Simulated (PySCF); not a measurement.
Isomers of C3H11N3Si2, mass 145.049 u with the commonest isotopes. Method used: PBE0/pcSseg-1 in PySCF (dipole) on a GFN2-xTB geometry, gas phase. One conformer each, none proved a minimum here; rigid rotors.

Task: Order these by radius of gyration √(Σ m r²/M), largest first.
A. `[CH3:1][SiH2:2][NH:3][CH2:4][Si@@H:5]([NH2:6])[C:7]#[N:8]` with C1–Si2–N3–C4 49°, Si2–N3–C4–Si5 79°, N3–C4–Si5–N6 38°, C4–Si5–N6–H 167° and -53°
B. `[CH2:1]=[CH:2][Si@H:3]1[NH:4][Si@H:5]([NH:6][CH3:7])[NH:8]1` with C1–C2–Si3–N4 136°, N4–Si5–N6–C7 90°, C2–Si3–N4–Si5 108°, Si3–N4–Si5–N6 117°, N4–Si5–N8–Si3 -7°, C2–Si3–N8–Si5 -107°
C. `[CH2:1]=[N:2]/[CH:3]=[N:4]/[SiH2:5][N:6]([CH3:7])[SiH3:8]` with C1–N2–C3–N4 -72°, C3–N4–Si5–N6 126°, N4–Si5–N6–C7 167°
D. `[N:1]#[C:2][SiH2:3][CH2:4][CH2:5][NH:6][SiH2:7][NH2:8]` with C2–Si3–C4–C5 168°, Si3–C4–C5–N6 55°, C4–C5–N6–Si7 74°, C5–N6–Si7–N8 52°, N6–Si7–N8–H -177° and 48°

Result: D (2.681 Å), A (2.531 Å), C (2.470 Å), B (2.405 Å).

Task: Order these by rotational constant A, smallest first.
A. `[CH3:1][NH:2][CH2:3][Si@@H:4]([C:5]#[N:6])[SiH2:7][NH2:8]` with C1–N2–C3–Si4 180°, N2–C3–Si4–C5 69°, C3–Si4–Si7–N8 -57°, Si4–Si7–N8–H -47° and 174°
B. `[N:1]#[C:2][SiH2:3][CH2:4][CH2:5][NH:6][SiH2:7][NH2:8]` with C2–Si3–C4–C5 168°, Si3–C4–C5–N6 55°, C4–C5–N6–Si7 74°, C5–N6–Si7–N8 52°, N6–Si7–N8–H -177° and 48°
C. `[CH3:1][SiH2:2][NH:3][CH2:4][Si@@H:5]([NH2:6])[C:7]#[N:8]` with C1–Si2–N3–C4 49°, Si2–N3–C4–Si5 79°, N3–C4–Si5–N6 38°, C4–Si5–N6–H 167° and -53°
D. `[CH2:1]=[N:2]/[CH:3]=[N:4]/[SiH2:5][N:6]([CH3:7])[SiH3:8]` with C1–N2–C3–N4 -72°, C3–N4–Si5–N6 126°, N4–Si5–N6–C7 167°
E. `[CH2:1]=[CH:2][Si@H:3]1[NH:4][Si@H:5]([NH:6][CH3:7])[NH:8]1` with C1–C2–Si3–N4 136°, N4–Si5–N6–C7 90°, C2–Si3–N4–Si5 108°, Si3–N4–Si5–N6 117°, N4–Si5–N8–Si3 -7°, C2–Si3–N8–Si5 -107°

Result: A (1790 MHz), D (2748 MHz), C (3044 MHz), B (3539 MHz), E (5737 MHz).

Task: Order these by dipole moment, largest first.
A. `[CH3:1][SiH2:2][NH:3][CH2:4][Si@@H:5]([NH2:6])[C:7]#[N:8]` with C1–Si2–N3–C4 49°, Si2–N3–C4–Si5 79°, N3–C4–Si5–N6 38°, C4–Si5–N6–H 167° and -53°
B. `[CH2:1]=[CH:2][Si@H:3]1[NH:4][Si@H:5]([NH:6][CH3:7])[NH:8]1` with C1–C2–Si3–N4 136°, N4–Si5–N6–C7 90°, C2–Si3–N4–Si5 108°, Si3–N4–Si5–N6 117°, N4–Si5–N8–Si3 -7°, C2–Si3–N8–Si5 -107°
C. `[N:1]#[C:2][SiH2:3][CH2:4][CH2:5][NH:6][SiH2:7][NH2:8]` with C2–Si3–C4–C5 168°, Si3–C4–C5–N6 55°, C4–C5–N6–Si7 74°, C5–N6–Si7–N8 52°, N6–Si7–N8–H -177° and 48°
D. `[CH2:1]=[N:2]/[CH:3]=[N:4]/[SiH2:5][N:6]([CH3:7])[SiH3:8]` with C1–N2–C3–N4 -72°, C3–N4–Si5–N6 126°, N4–Si5–N6–C7 167°
E. `[CH3:1][NH:2][CH2:3][Si@@H:4]([C:5]#[N:6])[SiH2:7][NH2:8]` with C1–N2–C3–Si4 180°, N2–C3–Si4–C5 69°, C3–Si4–Si7–N8 -57°, Si4–Si7–N8–H -47° and 174°

Result: C (4.80 D), A (4.02 D), E (3.32 D), D (2.42 D), B (0.55 D).

| SMILES | point group | Ia (u·Å²) | Ib (u·Å²) | Ic (u·Å²) | κ | μa (D) | μb (D) | μc (D) |
| --- | --- | --- | --- | --- | --- | --- | --- | --- |
| C=N/C=N/[SiH2]N(C)[SiH3] | C1 | 183.93 | 721.48 | 864.07 | -0.89 | 2.21 | 0.92 | 0.32 |
| CNC[Si@@H](C#N)[SiH2]N | C1 | 282.40 | 663.01 | 811.14 | -0.76 | 0.77 | 3.16 | 0.65 |
| C[SiH2]NC[Si@@H](N)C#N | C1 | 166.04 | 808.64 | 883.09 | -0.96 | 3.39 | 1.98 | 0.87 |
| C=C[Si@H]1N[Si@H](NC)N1 | C1 | 88.09 | 785.78 | 804.03 | -0.99 | 0.27 | 0.48 | 0.07 |
| N#C[SiH2]CCN[SiH2]N | C1 | 142.82 | 965.74 | 976.99 | -1.00 | 4.48 | 1.40 | 1.01 |
